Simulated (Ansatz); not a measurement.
Geometry optimisation, UKS r2SCAN-D4/6-31G* (Ansatz 0.2.0).

Input:

```yaml
crystal:
  periodic: [false, false, false]
  atoms:
    - { symbol: B, position_ang: [-1.7867, 1.4194, 0.7109] }
    - { symbol: B, position_ang: [-0.4992, 0.8388, -0.0541] }
    - { symbol: C, position_ang: [-0.0232, -0.6229, 0.2913] }
    - { symbol: Si, position_ang: [1.6052, -1.0523, -0.6932] }
    - { symbol: H, position_ang: [-2.2069, 2.5451, 0.4146] }
    - { symbol: H, position_ang: [-2.4165, 0.8372, 1.5004] }
    - { symbol: H, position_ang: [0.0957, 1.5072, -0.8492] }
    - { symbol: H, position_ang: [-0.47711, 0.53486, -1.18372] }
    - { symbol: H, position_ang: [0.2614, -0.6589, 1.4277] }
    - { symbol: H, position_ang: [2.6095, -0.1054, -0.3663] }
    - { symbol: H, position_ang: [1.9601, -2.4202, -0.3136] }
    - { symbol: H, position_ang: [1.2319, -1.0032, -2.1074] }
magnetization:
  spin_polarized: true
basis:
  gaussian: { orbitals: "6-31G*" }
hamiltonian:
  xc: r2scan
  dispersion: d4
relax:
  f_tol: 0.02
  max_steps: 50
```

Run as:

```bash
$ ansatz run input.yaml --threads 2 --pin off --max-ram 3072MiB --backend cpu --events-out ev --progress --plain --runs-dir out
```

Q: Where does it end, and by what steps?

A: The run converged. After 27 steps the energy has fallen by 2.845 eV; H8 moved furthest, 2.79 Å. Parted: B2–H7 (1.20 → 5.06 Å), B2–H8 (1.17 → 5.20 Å). Joined: H7–H8 (1.18 → 0.74 Å).

```csv
step,energy less start (eV),largest force component (eV/Å),accepted
0,0.0000,3.945,yes
1,-1.3550,2.500,yes
2,-1.8961,1.139,yes
3,-2.1293,0.858,yes
4,-2.2691,1.170,yes
5,-2.4219,0.841,yes
6,-2.3791,0.768,no
7,-2.4689,0.180,yes
8,-2.4780,0.124,yes
9,-2.4863,0.230,yes
10,-2.4945,0.640,yes
11,-2.5945,0.472,yes
12,-2.6792,0.293,yes
13,-2.6977,0.414,yes
14,-2.7395,0.219,yes
15,-2.7572,0.179,yes
16,-2.7702,0.263,yes
17,-2.7836,0.336,yes
18,-2.7955,0.320,yes
19,-2.8093,0.308,yes
20,-2.8181,0.310,yes
21,-2.8287,0.262,yes
22,-2.8359,0.158,yes
23,-2.8399,0.189,yes
24,-2.8427,0.074,yes
25,-2.8437,0.036,yes
26,-2.8445,0.037,yes
27,-2.8446,0.017,yes
```

```xyz
12
Properties=species:S:1:pos:R:3
B -1.640 1.158 1.070
B -0.479 0.050 1.279
C 0.554 -0.889 1.347
Si 1.553 -1.012 -0.220
H -1.755 1.746 0.031
H -2.421 1.419 1.942
H -0.583 2.171 -3.311
H -1.188 1.822 -3.558
H 0.818 -1.521 2.194
H 2.986 -0.674 0.022
H 1.504 -2.389 -0.792
H 1.006 -0.062 -1.228
```

Whether the end is a true minimum wasn't checked by a vibrational analysis.

Run time: 73 s on 2 threads of Intel(R) Xeon(R) Platinum 8488C (Sapphire Rapids) (shared host), peak memory 0.26 GiB.
